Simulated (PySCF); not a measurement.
# Fractional electron number in Pd²⁺ (palladium, charge +2)

The 4d beta orbital of [Kr] 4d8 is emptied in steps (occupation f), with all orbitals relaxed, ending at [Kr] 4d7. Computed with PySCF 2.14 in aug-cc-pVTZ-PP with ECP28MDF, with scalar relativity through the core potential. The exact energy is a straight line in f; departures are measured from the line between the end points of the same method.

**Question.** Among PBE0, r2SCAN, LC-wPBE, which shows the largest delocalisation error (convex curve), and which is closest to linear?

**Answer.** Most convex: r2SCAN (-1.548 eV at f = 0.5); closest to linear: LC-wPBE (-0.431 eV).

```
  f  PBE0 (eV)  r2SCAN (eV)  LC-wPBE (eV)
  1      0.000        0.000         0.000
0.9     -0.413       -0.558        -0.153
0.7     -0.967       -1.302        -0.360
0.5     -1.154       -1.548        -0.431
0.3     -0.971       -1.298        -0.363
0.1     -0.417       -0.554        -0.156
  0      0.000        0.000         0.000
```

```
 method  E(f=0) − E(f=1) (eV)  −ε at f=1 (eV)  −ε at f=0.5 (eV)
   PBE0                33.110          28.527            33.097
 r2SCAN                33.033          26.835            33.046
LC-wPBE                33.065          31.368            33.054
```

Reference removal energy between the ground levels: 32.93 eV (semi-empirical (NIST evaluation); NIST Atomic Spectra Database, ionization energies). The calculation has no spin-orbit coupling. The determinant left behind need not be the lowest term of the ion.
